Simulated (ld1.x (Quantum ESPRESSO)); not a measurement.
calcium: one change to a TM potential, before and after

ld1.x (Quantum ESPRESSO) 7.5 input, shortened:

```
&input
   title='Ca', zed=20., rel=1, dft='PZ', iswitch=3,
   config='[Ar] 3d0 4s2 4p0'
 /
 &inputp
   pseudotype=2, tm=.true., lloc=0,
   nlcc=.false.
 /
3
3P  2  1   6.00   0.00  1.05  1.05  0.0
3D  3  2   0.00   0.00  3.30  3.30  0.0
4S  1  0   2.00   0.00  2.90  2.90  0.0
 &test
   configts(1)='3p6 3d0 4s2 4p0'
 /
```

All-electron outer shells of the reference configuration (LDA (PZ), scalar-relativistic, ld1.x):

| shell | level (eV) | outermost node (bohr) | outermost maximum (bohr) |
| --- | --- | --- | --- |
| 2p | -334.59 | – | 0.25 |
| 3s | -46.82 | 0.45 | 0.99 |
| 3p | -27.98 | 0.42 | 1.04 |
| 4s | -3.87 | 1.43 | 3.33 |
| 3d | -2.13 | – | 1.29 |
| 4p | -1.44 | 1.63 | 4.39 |

Change: wave 3p (bound): rc 1.05 bohr becomes 3p (bound): rc 0.84 bohr.

Cutoffs: the cutoffs (Ry, on a coarse ladder) from which the occupation-weighted sum of valence levels, in a spherical-Bessel basis at the reference potential, stays within 10 and 1 mRy of its value at 400 Ry; they do not see the model core or the augmentation charge, which bear on the density cutoff. Errors are all-electron minus pseudo energies relative to the spin-unpolarised reference configuration.

Question: Predict the effect on cutoff, ghosts and configuration errors.

Answer: The potential gets harder (60 Ry and 100 Ry → 180 Ry and 300 Ry); the errors of the 9 common tests hardly move; neither file shows a bound ghost. A smaller radius makes the pseudo-wave follow the all-electron one further in, where it bends more sharply, so more plane waves are needed.

| quantity | base | changed |
| --- | --- | --- |
| cutoff, loose | 60 Ry | 180 Ry |
| cutoff, tight | 100 Ry | 300 Ry |
| loose cutoff by channel (10 mRy a level) | p 25 Ry, s 6 Ry | p 140 Ry, s 6 Ry |
| bound ghosts | none | none |
| error for 3p6 3d0 4s1 4p0, meV [ΔE 6.46 eV] | +5.1 | +5.1 |
| error for 3p6 3d0 4s0 4p0, meV [ΔE 18.41 eV] | +24 | +24 |
| error for 3p6 3d0 4s1.5 4p0, meV [ΔE 2.57 eV] | +1.0 | +1.0 |
| error for 3p5 3d0 4s2 4p0, meV [ΔE 34.66 eV] | -262 | -266 |
| error for 3p6 3d0 4s0 4p1, meV [ΔE 9.58 eV] | -748 | -749 |
| error for 3p6 3d1 4s1 4p0, meV [ΔE 2.24 eV] | +40 | +40 |
| error for 3p6 3d0 4s1 4p1, meV [ΔE 2.49 eV] | -425 | -425 |
| error for 3p6 3d0 4s1 4p0 (spin-polarised), meV [ΔE 6.25 eV] | +8.9 | +8.8 |
| error for 3p6 3d0 4s1.5 4p0 (spin-polarised), meV [ΔE 2.53 eV] | +1.7 | +1.7 |
| s: phases at 3.62 bohr within 0.05 rad from the reference energy up to (Ry; the scan ends near 5) | 1.2 | 1.2 |
| p: phases at 3.62 bohr within 0.05 rad from the reference energy up to (Ry; the scan ends near 5) | -0.6 | -0.6 |
| d: phases at 3.62 bohr within 0.05 rad from the reference energy up to (Ry; the scan ends near 5) | 0.3 | 0.3 |
